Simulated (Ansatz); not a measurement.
Consider the substitution at a C–O bond: `COC(C)=N` + `O[Si]F` → `CO[Si]F` + `CC(=N)O`.

Computed with Ansatz on PBE0-D4/def2-TZVP structures; ΔE is electronic, products minus reactants. CBS: MP2 limit from def2 TZ/QZ plus the TZ coupled-cluster correction, frozen cores. This one scheme is used for every species. DFT in def2-TZVPP. Each species was taken in one conformer, which may not be the lowest.

```tsv
level	ΔE (kJ/mol)
r2SCAN	5.4
PBE0	5.0
CCSD(T)/def2-TZVPP	8.9
HF/CBS(def2)	4.1
```

Q: What does CCSD(T)/CBS give? (Best estimate.)

A: Ansatz gave: +9.0 kJ/mol. The listed levels differ from it by -3.6, -4.0, -0.1, -4.9 kJ/mol.

Largest T1 diagnostic among the species: 0.015.

In def2-TZVPP, CCSD(T) changes the Hartree–Fock value by +4.7 kJ/mol (the triples alone add +0.7 kJ/mol) and MP2 by +6.1 kJ/mol.
